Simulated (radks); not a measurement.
Q: All-electron atom: the palladium ion Pd3+ in [Kr] 4d6 5s1 (not the ground configuration). Method: Dirac Kohn-Sham, LDA (Slater exchange, Perdew-Zunger correlation), spin-unpolarised, spherical densities, finite nucleus; open shells fill j = l - 1/2 first; Fermi nuclear charge, rms radius 4.5318 fm; computed with a radial shooting solver on a logarithmic mesh with Libxc functionals. Some entries of the table are withheld. Estimate them.

| orbital | occ. | eigenvalue (hartree) | <r> (bohr) |
|---|---|---|---|
| 1s1/2 | 2 | -888.1695 | 0.03188 |
| 2s1/2 | 2 | -131.1885 | 0.1381 |
| 2p1/2 | 2 | -121.8900 | (1) |
| 2p3/2 | 4 | -116.0418 | (2) |
| 3s1/2 | 2 | -25.06574 | 0.3797 |
| 3p1/2 | 2 | -21.39216 | 0.3716 |
| 3p3/2 | 4 | -20.37182 | 0.3824 |
| 3d3/2 | 4 | (3) | (4) |
| 3d5/2 | 6 | (5) | (6) |
| 4s1/2 | 2 | -4.81989 | 0.9328 |
| 4p1/2 | 2 | (7) | 0.9959 |
| 4p3/2 | 4 | (8) | 1.024 |
| 4d3/2 | 4 | -1.70382 | 1.266 |
| 4d5/2 | 2 | -1.68123 | 1.278 |
| 5s1/2 | 1 | (9) | 2.322 |

A: 
(1) 2p1/2 <r> (bohr): 0.1172
(2) 2p3/2 <r> (bohr): 0.1222
(3) 3d3/2 eigenvalue (hartree): -13.84283
(4) 3d3/2 <r> (bohr): 0.3556
(5) 3d5/2 eigenvalue (hartree): -13.63904
(6) 3d5/2 <r> (bohr): 0.3591
(7) 4p1/2 eigenvalue (hartree): -3.66184
(8) 4p3/2 eigenvalue (hartree): -3.48773
(9) 5s1/2 eigenvalue (hartree): -1.20995
